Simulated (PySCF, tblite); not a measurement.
Isomers of C2H14ClNSi4, one GFN2-xTB conformer each. Single-point energies are computed at PBE0/pcSseg-1 (PySCF, gas phase, no added dispersion term), electronic only.

| SMILES | GFN2-xTB relative energy (kcal/mol) |
| --- | --- |
| C[SiH2]C[Si@@H](Cl)N([SiH3])[SiH3] | 0.0 |
| CC[SiH2][Si@H](Cl)N([SiH3])[SiH3] | 0.4 |

Conformers: `[CH3:1][SiH2:2][CH2:3][Si@@H:4]([Cl:5])[N:6]([SiH3:7])[SiH3:8]` with C1–Si2–C3–Si4 -178°, Si2–C3–Si4–Cl5 65°, C3–Si4–N6–Si7 -159°; `[CH3:1][CH2:2][SiH2:3][Si@H:4]([Cl:5])[N:6]([SiH3:7])[SiH3:8]` with C1–C2–Si3–Si4 56°, C2–Si3–Si4–Cl5 147°, Si3–Si4–N6–Si7 67°.

Task: What does PBE0/pcSseg-1 give for the same structures?

Result: 
```tsv
SMILES	PBE0/pcSseg-1 E (Eh)	PBE0/pcSseg-1 (kcal/mol)	GFN2-xTB (kcal/mol)	point group
C[SiH2]C[Si@@H](Cl)N([SiH3])[SiH3]	-1756.80024	0.0	0.0	C1
CC[SiH2][Si@H](Cl)N([SiH3])[SiH3]	-1756.77779	14.1	0.4	C1
```

Both levels put the same isomer lowest. As drawn, the higher has an Si–Si bond, which the lower lacks.

Task: Which frontier levels, dipoles and rotational constants go with these structures?

Result: 
| SMILES | HOMO (eV, PBE0/pcSseg-1) | LUMO (eV) | dipole (D) | A, B, C (MHz) |
| --- | --- | --- | --- | --- |
| C[SiH2]C[Si@@H](Cl)N([SiH3])[SiH3] | -7.58 | 0.03 | 2.03 | 1288, 469.9, 363.0 |
| CC[SiH2][Si@H](Cl)N([SiH3])[SiH3] | -7.52 | -0.61 | 2.11 | 820.3, 720.7, 511.6 |

Task: What happens when harmonic zero-point energies from GFN2-xTB frequencies are added?

Result: 
```
                            SMILES  ZPE (kcal/mol)  electronic (kcal/mol)  with ZPE (kcal/mol)
C[SiH2]C[Si@@H](Cl)N([SiH3])[SiH3]            90.7                    0.0                  0.0
 CC[SiH2][Si@H](Cl)N([SiH3])[SiH3]            91.7                   14.1                 15.1
```

The zero-point energies span 1.0 kcal/mol. The order is unchanged.
